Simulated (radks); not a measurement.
Question: These are the eigenvalues of the occupied orbitals of an atom or ion with whole-number occupations (eV). All-electron calculation, non-relativistic Kohn-Sham, r2SCAN, spin-polarised, spherical densities, point nucleus; meta-GGA in the generalised Kohn-Sham scheme. Program: a radial shooting solver on a logarithmic mesh with Libxc functionals.

1s: -75122.58
2s: -12617.41
2p: -12131.90
3s: -2992.921
3p: -2763.704
3d: -2336.804
4s: -661.2837
4p: -560.9763
4d: -376.7958
4f: -130.1321
5s: -113.0998
5p: -80.7646
5d: -29.9154

Which element is it, and in what charge state? The configuration may be excited. Open shells, if any, are filled with parallel spins first.

Answer: Z = 80, mercury, charge +2: Hg2+ in [Xe] 4f14 5d10. The list shows which subshells hold electrons but not how many an open one holds; the 1s level, -2760.7 hartree, gives Z - s = 74.3 by -(Z - s)^2/2, which with screening narrows Z to a few neighbours, and the depths of the outer levels then fix element, charge and occupations together.
